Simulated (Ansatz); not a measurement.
```yaml
crystal:
  periodic: [false, false, false]
  atoms:
    - {symbol: O, position_ang: [-0.179075, 0.880697, 2.590366]}
    - {symbol: Si, position_ang: [0.400236, 0.749303, 1.080913]}
    - {symbol: F, position_ang: [1.364435, -0.511475, 0.930997]}
    - {symbol: S, position_ang: [-1.220288, 0.489815, -0.277027]}
    - {symbol: Si, position_ang: [-0.325566, -0.783322, -1.726006]}
    - {symbol: F, position_ang: [0.935705, -0.071081, -2.395776]}
    - {symbol: H, position_ang: [-0.862159, 0.273319, 2.880531]}
    - {symbol: H, position_ang: [1.193011, 1.957415, 0.820471]}
    - {symbol: H, position_ang: [-1.363809, -0.980656, -2.759944]}
    - {symbol: H, position_ang: [0.140507, -2.055216, -1.141625]}
basis:
  gaussian: {orbitals: cc-pVTZ-PP}
total_charge: -1
magnetization: {spin_polarized: true, initial_magnetization: 1}
hamiltonian: {xc: {name: B3LYP}, dispersion: d3bj}
accuracy: high
output: {forces: true}
```

```sh
$ ansatz run in.yaml --threads 4 --pin off --events-out ev --progress --plain --max-ram 10444MiB
```

Output, abridged:

```
Functional definition: B3LYP
Error: <dir> the basis set cc-pVTZ-PP has no functions for O
```

Problem. Something in this input is off. What?

Solution. The basis set is misnamed or doesn't suit the job. The input was rejected before any iteration.

B3LYP here is the variant with VWN-RPA as its local correlation; programs differ in this.
